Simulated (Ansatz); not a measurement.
Consider the hydrogenolysis of a Ge–Cl bond: `[Cl][Ge]([Cl])([Cl])[Cl]` + H₂ → `[Cl][GeH]([Cl])[Cl]` + HCl.

Program: Ansatz. Geometries: PBE0-D4/def2-TZVP. ΔE: electronic, gas phase. CCSD(T)/CBS adds triple-zeta CCSD(T) − MP2 to the extrapolated MP2 energy (def2 sets, frozen cores). This one scheme is used for every species. Functionals use def2-TZVPP. For Ge outer-core shells are correlated without core-valence functions, which leaves a few kJ/mol of doubt a bond. Scalar relativity is left out up to krypton.

`[Cl][Ge]([Cl])([Cl])[Cl]`:

Cartesian coordinates in Å:
```
Cl -0.331 2.085 -0.139
Ge 0.000 0.000 0.000
Cl -1.500 -1.026 -1.084
Cl 1.899 -0.468 -0.808
Cl -0.067 -0.591 2.031
```

H₂:

Z-matrix (Å, degrees):
```
H
H 1 0.746
```

`[Cl][GeH]([Cl])[Cl]`:

Z-matrix (Å, degrees):
```
Ge
Cl 1 2.126
Cl 1 2.126 2 108.5
Cl 1 2.126 2 108.5 3 -117.6
H 1 1.525 2 110.4 3 121.2
```

HCl:

```xyz
2

Cl   -0.248   -0.568   -0.156
H     0.248    0.568    0.156
```

| species | PBE energy (Eh) |
| --- | --- |
| `[Cl][Ge]([Cl])([Cl])[Cl]` | -3916.97374 |
| H₂ | -1.16614 |
| `[Cl][GeH]([Cl])[Cl]` | -3457.49774 |
| HCl | -460.62738 |

(1) Work out ΔE.

Largest T1 diagnostic among the species: 0.009.

Results:

(1) ΔE = (-3457.49774) + (-460.62738) − (-3916.97374) − (-1.16614) = 0.01476 Eh = +0.40 eV. CCSD(T)/CBS gives +0.43 eV.

In def2-TZVPP, CCSD(T) changes the Hartree–Fock value by +0.13 eV (the triples alone add +0.05 eV) and MP2 by +0.24 eV. From r2SCAN to r2SCAN0 (25 % exact exchange), in def2-TZVPP and without D4, ΔE moves by −0.04 eV. Leaving LDA and LC-ωPBE aside and taking each functional with its dispersion term where it has one, the values, not all of them listed here, spread over 0.13 eV, from CAM-B3LYP-D4 to revPBE-D4.
